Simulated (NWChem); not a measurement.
System: C$_{3}$H$_{4}$OS; SMILES C1=CSCO1

Here is an NWChem input.

```
start job
memory heap 200 mb stack 900 mb global 1100 mb
geometry units angstroms noautosym nocenter noautoz
  C     -0.812132    -1.168535     0.022441
  C     -1.256978     0.086606     0.097799
  S      0.064166     1.268852    -0.088413
  C      1.245108    -0.152349     0.123424
  O      0.536187    -1.356026    -0.162645
  H     -1.385444    -2.086362     0.046208
  H     -2.284305     0.405132     0.199654
  H      1.605100    -0.179470     1.159956
  H      2.083160    -0.064989    -0.569549
end
basis spherical
  * library def2-svp
end
dft
  xc b3lyp
  iterations 150
end
property
  response 1 0.0773
end
task dft property
```

All runs use the structure optimised with B3LYP/6-31G* (spherical d).

Field at 589 nm.

**Question.** What results follow from this input? (B3LYP/def2-SVP.) Quantities: isotropic polarisability (bohr³); anisotropy (bohr³).

**Answer.** 
| Property | Result |
|---|---|
| isotropic polarisability (bohr³) | 46.9 |
| anisotropy (bohr³) | 26.1 |
